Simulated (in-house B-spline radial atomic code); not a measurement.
Ionising Ru⁴⁺ with different functionals

Computed with a radial B-spline atomic code at the basis-set limit: non-relativistic Hamiltonian, point nucleus, spin-polarised at highest spin, spherical fractional occupations for the functionals, and exact exchange of hybrids averaged over the configuration. The ionisation energy is the difference of two self-consistent energies, [Kr] 4d4 → [Kr] 4d3, without Breit or QED terms; ε is the level of the shell that loses the electron (its least bound occupied spin orbital). There is no spin-orbit coupling in this Hamiltonian.

```json
{"method": "PBE0", "rung": "global hybrid", "ΔSCF (eV)": "61.65", "-ε(4d) (eV)": "56.09"}
{"method": "B3LYP", "rung": "global hybrid", "ΔSCF (eV)": "?", "-ε(4d) (eV)": "?"}
{"method": "TPSSh", "rung": "global hybrid", "ΔSCF (eV)": "61.59", "-ε(4d) (eV)": "54.75"}
{"method": "M06-2X", "rung": "global hybrid", "ΔSCF (eV)": "61.17", "-ε(4d) (eV)": "58.05"}
{"method": "BHandHLYP", "rung": "global hybrid", "ΔSCF (eV)": "61.41", "-ε(4d) (eV)": "57.96"}
{"method": "r2SCAN0", "rung": "global hybrid", "ΔSCF (eV)": "61.88", "-ε(4d) (eV)": "56.37"}
{"method": "B97-1", "rung": "global hybrid", "ΔSCF (eV)": "61.38", "-ε(4d) (eV)": "55.45"}
{"method": "HSE06", "rung": "range-separated hybrid", "ΔSCF (eV)": "61.63", "-ε(4d) (eV)": "55.65"}
{"method": "wB97X", "rung": "range-separated hybrid", "ΔSCF (eV)": "?", "-ε(4d) (eV)": "?"}
{"method": "CAM-B3LYP", "rung": "range-separated hybrid", "ΔSCF (eV)": "61.49", "-ε(4d) (eV)": "57.42"}
{"method": "LC-wPBE", "rung": "range-separated hybrid", "ΔSCF (eV)": "61.59", "-ε(4d) (eV)": "58.95"}
```

(1) What does B3LYP give?

(2) What does wB97X give?

(3) Among the functionals, which spreads more, the ΔSCF values or the orbital energies?

(4) How do they compare with the NIST value?

Results:

(1) ΔSCF 61.54 eV, and -ε(4d) = 55.53 eV.

(2) ΔSCF 61.24 eV, and -ε(4d) = 58.33 eV.

(3) The orbital energies: ΔSCF values span about 0.70 eV and the orbital energies 4.20 eV; here energy differences depend much less on the functional than eigenvalues do.

(4) NIST lists 59 eV ± 1.9 (tabulated theory, ground level to ground level). Errors run from +2.17 to +2.88 eV; all lie within about twice that uncertainty, so the table can't rank the methods.
